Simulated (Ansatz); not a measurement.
`C[NH][SnH2][O]C` → `[CH2]` (triplet) + `C[O][SnH2][NH2]`  (formal loss of a carbene)

Gas-phase electronic energies from Ansatz, PBE0-D4/def2-TZVP geometries. CBS: MP2 limit from def2 TZ/QZ plus the TZ coupled-cluster correction, frozen cores. This one scheme is used for every species. DFT in def2-TZVPP. Triplets are unrestricted, without spin–orbit coupling. Elements past krypton have def2 core potentials. For Sn outer-core shells are correlated without core-valence functions, which leaves a few kJ/mol of doubt a bond. One conformer a species, not always the lowest.

`C[NH][SnH2][O]C`:

Cartesian coordinates in Å:
```
C -1.327 1.402 -0.923
N -0.970 -0.004 -0.922
Sn 0.957 -0.581 -0.892
O 1.534 -0.222 0.952
C 0.808 -0.778 2.019
H -0.718 1.936 -0.189
H -1.197 1.908 -1.890
H -2.370 1.532 -0.618
H -1.571 -0.555 -1.517
H 2.025 0.397 -1.791
H 0.982 -2.257 -1.217
H -0.269 -0.577 1.946
H 1.172 -0.334 2.951
H 0.945 -1.866 2.092
```

`[CH2]` (triplet):

Z-matrix (Å, degrees):
```
C
H 1 1.079
H 1 1.079 2 134.9
```

`C[O][SnH2][NH2]`:

Cartesian coordinates in Å:
```
C 0.687 -0.952 -1.439
O 1.176 -0.722 -0.142
Sn -0.048 -0.055 1.240
N -0.896 1.594 0.447
H 0.180 -0.073 -1.858
H 1.535 -1.194 -2.087
H -0.013 -1.799 -1.476
H 1.001 0.232 2.549
H -1.297 -1.194 1.486
H -0.439 2.470 0.657
H -1.886 1.693 0.622
```

```tsv
species	B2PLYP energy (Eh)
`C[NH][SnH2][O]C`	-425.58958
`[CH2]` (triplet)	-39.12698
`C[O][SnH2][NH2]`	-386.31678
```

Work out ΔE.

ΔE = (-39.12698) + (-386.31678) − (-425.58958) = 0.14582 Eh = +3.97 eV. CCSD(T)/CBS gives +4.07 eV.

Largest T1 diagnostic among the species: 0.013.

The D4 term adds +0.12 eV with B3LYP and +0.06 eV with PBE0; it sums over pairs of atoms, weighted by their polarisabilities, and B3LYP, whose exchange is more repulsive, gets the larger term. In def2-TZVPP, CCSD(T) changes the Hartree–Fock value by +1.40 eV (the triples alone add +0.12 eV) and MP2 by +1.51 eV. From PBE to PBE0 (25 % exact exchange), in def2-TZVPP and without D4, ΔE moves by −0.09 eV.

B3LYP here is the variant with VWN-RPA as its local correlation; programs differ in this.
